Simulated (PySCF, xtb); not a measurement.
C₄H₄F₂O₂, SMILES O=C[C@@H]1CC(F)(F)O1.

GFN2-xTB (xtb) at its own geometry gives an orbital gap of 3.64 eV and a dipole moment of 1.80 D.

The structure is a stationary point at B3LYP-D3(BJ)/def2-SVP. The structure was generated by enumeration; whether it is a known compound was not checked. Other conformers were not sampled.

What does B3LYP/def2-TZVP in PySCF give? (The exact figures need the calculation; the answer reports its results.)

gap 5.95 eV (levels -7.83 and -1.88 eV), dipole 1.60 D.
